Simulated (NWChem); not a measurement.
System: C₃H₄FNSi; SMILES N#C/C=C\[SiH2]F

NWChem input:

```
start job
memory heap 200 mb stack 900 mb global 1100 mb
geometry units angstroms noautosym nocenter noautoz
  N      1.007326     2.753546     0.000000
  C      0.049481     2.091869     0.000000
  C     -1.125022     1.271570     0.000000
  C     -1.069092    -0.073471     0.000000
  Si     0.498775    -1.110994     0.000000
  F      0.009072    -2.650917     0.000000
  H     -2.071326     1.809838     0.000000
  H     -2.024255    -0.600253     0.000000
  H      1.298337    -0.858078    -1.222223
  H      1.298337    -0.858078     1.222223
end
basis spherical
  N library def2-svp
  C library def2-svp
  Si library def2-svp
  F library def2-svp
  H library def2-svp
end
dft
  xc b3lyp
  iterations 150
end
property
  efieldgrad
end
task dft property
```

Coordinates come from a B3LYP/6-31G* (spherical d) optimisation.

Vzz is the largest principal value of the second derivative of the potential at the nucleus (NWChem prints the opposite sign); η is the asymmetry. Non-relativistic.

Atoms are numbered as in the input.

Q: Give the results of this calculation. (B3LYP/def2-SVP.) Quantities: Vzz N1 (a.u.); η N1.

A: 
| Item | Result |
|---|---|
| Vzz N1 (a.u.) | -0.840 |
| η N1 | 0.02 |
